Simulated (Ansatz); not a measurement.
ClFMoOS (`[O]=[Mo]([F])(=[S])[Cl]`). Charge 0, multiplicity 1. Correlated methods include outer-core shells of Mo, which these sets cover unevenly. Mo takes the def2 core potential.

```csv
atom,x (Å),y (Å),z (Å)
O1,1.462,0.731,0.549
Mo2,0.051,0.086,-0.038
F3,-0.582,1.099,-1.430
S4,0.488,-1.845,-0.720
Cl5,-1.419,-0.071,1.638
```

Task: Give the diagnostics of a CCSD(T)/def2-TZVPP run (frozen core, the Gaussian-basis code of Ansatz). (An estimate is asked.)

Result: Ansatz gave: T1 = 0.0245, largest single amplitude 0.050, largest double 0.053, (T) share of the correlation energy 6.1 %, 15 CCSD cycles. The RHF solution is unstable towards an unrestricted one. T1 lies over the customary mark of 0.02 for closed shells; compounds of d metals often pass it without a breakdown.
